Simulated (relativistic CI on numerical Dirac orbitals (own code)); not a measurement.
# Cu³⁺: K-beta X-ray emission

Computed with this model: Dirac-Coulomb-Breit CI, separate exchange-only KLI orbitals for each configuration, model QED (radiative potential, 1s self-energy scaled to tabulated hydrogen-like ionisation energies), valence Slater integrals scaled by 0.9, multiplet model of X-ray emission after core ionisation; configurations [Ar] 3d8 → 1s 2s2 2p6 3s2 3p6 3d8 → [Ne] 3s2 3p5 3d8; 300 K; Lorentzian 1.6 eV and Gaussian 1 eV FWHM. Energies are those of the free ion, without screening or charge transfer. S is read from ⟨S²⟩ = S(S + 1).

Field parameters in Wybourne normalisation: D3d B²₀ = −7Dσ, B⁴₀ = −14Dq − 21Dτ, B⁴₃ = −14√(10/7) Dq. The field is a parameter set, without covalency.

Computed curve for free ion, scaled to 100 at the maximum (points under 2 are left out and the grid is thinned):

```tsv
Energy (eV)	Intensity
8886.6	2.1
8887.4	2.7
8888.4	4.4
8889.2	7.6
8890.2	14.9
8891.0	24.7
8891.8	38.5
8892.8	27.9
8893.6	21.6
8894.6	23.0
8895.4	15.0
8896.4	10.2
8897.2	12.9
8898.0	19.0
8899.0	19.5
8899.8	17.2
8900.8	24.0
8901.6	46.6
8902.4	64.0
8903.4	39.2
8904.2	31.1
8905.2	51.3
8906.0	76.4
8906.8	87.2
8907.8	56.0
8908.6	36.1
8909.6	32.7
8910.4	39.3
8911.2	43.5
8912.2	71.2
8913.0	99.8
8914.0	64.5
8914.8	28.8
8915.8	12.8
8916.6	8.1
8917.4	5.6
8918.4	3.9
8919.2	3.1
8920.2	2.4
8921.0	2.0
```

The ground state has S = 1.00, and the centroid lies at 8905.43 eV.
